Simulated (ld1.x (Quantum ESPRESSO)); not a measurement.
# Pseudopotential generation for silver (Ag): ultrasoft, BLYP, scalar-relativistic.

| Quantity | Value |
| --- | --- |
| Element | silver |
| Generator | ld1.x (Quantum ESPRESSO) 7.5 |
| Type | ultrasoft |
| Functional | BLYP |
| Relativity | scalar-relativistic |
| Frozen core | [Ar] 3d10 4s2 |
| Valence charge | 17 |
| Reference configuration | 4p6 4d10 5s0 5p1 |
| Partial waves | 5s (bound, empty): rcut 1.40, rcutus 1.95 bohr; 5s channel at 0.05 Ry: rcut 1.40, rcutus 1.95 bohr; 4p (bound): rcut 1.45, rcutus 1.55 bohr; 5p (bound): rcut 1.45, rcutus 1.55 bohr; 4d (bound): rcut 1.45, rcutus 1.90 bohr; 4d channel at -0.3 Ry: rcut 1.45, rcutus 1.90 bohr |
| Local potential | all-electron potential smoothed inside 1.25 bohr (lloc = -1) |
| Core correction | none |
| Augmentation charge | built from norm-conserving waves at rcut, not smoothed further |

All-electron outer shells of the reference configuration (BLYP, scalar-relativistic, ld1.x):

```tsv
shell	level (eV)	outermost node (bohr)	outermost maximum (bohr)
3d	-360.40	–	0.27
4s	-96.92	0.44	0.82
4p	-60.43	0.44	0.87
4d	-9.27	0.43	1.04
5s	-5.79	1.11	2.46
5p	-1.67	1.25	3.49
```

Is the overlap operator S = 1 + Σ q|β⟩⟨β| positive definite (Bessel basis up to 400 Ry)?

No: its lowest eigenvalue is -0.092, in the s channel, so the generalised eigenproblem breaks down once the basis is large enough.

Its largest configuration-test error is +732 meV (4p6 4d10 5s0 5p0). 4 of 7 tests not solved or not reliable. Not counted: 4p6 4d9 5s1 5p1 (solver errors, printed error -12.3 eV); 4p6 4d9 5s1 5p0 (solver errors, printed error -3.3 eV); 4p6 4d10 5s1 5p0 (solver errors, printed error +1.5 eV); 1 more.

A Bessel basis up to 400 Ry misses an occupied level by 0.05 Ry, so cutoffs and ghosts were not judged. Its overlap operator is not positive definite in a basis up to 400 Ry (lowest eigenvalue s -0.09, p -0.02), so the file is unfit for use: the generalised eigenproblem breaks down once the basis is large enough, and its test numbers describe a broken file. The potential misses its own reference levels by up to 0.8 eV.
